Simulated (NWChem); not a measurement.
A series in which one site is exchanged, each optimised at PBE0/def2-SVP with NWChem, gas phase unless a solvent is named. For some, no frequency run checked for a minimum. def2 effective core potentials on Sb, I, Bi; no spin-orbit coupling.

A: [I][Al]([I])[I] (AlI$_{3}$; site = Al)
B: [I][Sb]([I])[I] (SbI3; site = Sb)
C: IB(I)I (BI3; site = B)
D: [I][Bi]([I])[I] (BiI$_{3}$; site = Bi)

Problem. Rank them by static polarisability, PBE0/def2-SVPD (bohr³), lowest first.

Solution. C (121.8), A (133.8), B (160.2), D (167.2)
